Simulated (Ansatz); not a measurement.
Ge(CCH)2Me2 (C₆H₈Ge). The state is a triplet with charge 0. Geometry PBE0-D4/def2-SVP, that of the neutral singlet; atoms count from 1.

```xyz
15

Ge    0.0288    0.0565   -0.0036
C    -0.4103   -0.8823    1.6003
C    -0.6773   -1.4564    2.6390
H    -0.9164   -1.9699    3.5534
C    -0.5557   -1.0176   -1.4703
C    -0.9172   -1.6785   -2.4255
H    -1.2394   -2.2682   -3.2653
C     1.9570    0.2775   -0.1050
H     2.2288    0.7842   -1.0422
H     2.4516   -0.7032   -0.0757
H     2.3121    0.8794    0.7440
C    -0.9264    1.7487   -0.0330
H    -0.6257    2.3655    0.8261
H    -2.0097    1.5718    0.0194
H    -0.7003    2.2926   -0.9615
```

At PBE0-D4/def2-TZVP a singlet of charge 0 lies 5.13 eV below the triplet at the same geometry.

(1) Estimate the Mulliken populations from the PBE0/def2-TZVP orbitals of Ansatz.

(2) Where does the spin sit?

(3) And the Mayer bond orders between heavy atoms (over 0.3)?

Results:

(1) 
| atom | charge (e) | spin (α − β) |
| --- | --- | --- |
| Ge1 | 0.31 | 0.01 |
| C2 | -0.02 | 0.92 |
| C3 | -0.32 | 1.06 |
| H4 | 0.21 | -0.06 |
| C5 | -0.04 | 0.02 |
| C6 | -0.30 | 0.03 |
| H7 | 0.17 | 0.00 |
| C8 | -0.44 | 0.00 |
| H9 | 0.14 | 0.00 |
| H10 | 0.15 | 0.00 |
| H11 | 0.14 | 0.00 |
| C12 | -0.44 | 0.00 |
| H13 | 0.14 | 0.00 |
| H14 | 0.15 | 0.00 |
| H15 | 0.14 | 0.00 |
Mulliken values depend strongly on the basis.

(2) Summed by element: Ge 0.01, C 2.03, H -0.04, of 2 unpaired in all. Largest on single atoms: C3 1.06, C2 0.92, H4 -0.06.

(3) Ge1–C2 0.99 (1.91 Å); Ge1–C5 0.87 (1.91 Å); Ge1–C8 0.99 (1.94 Å); Ge1–C12 0.99 (1.94 Å); C2–C3 2.06 (1.22 Å); C5–C6 2.93 (1.22 Å).
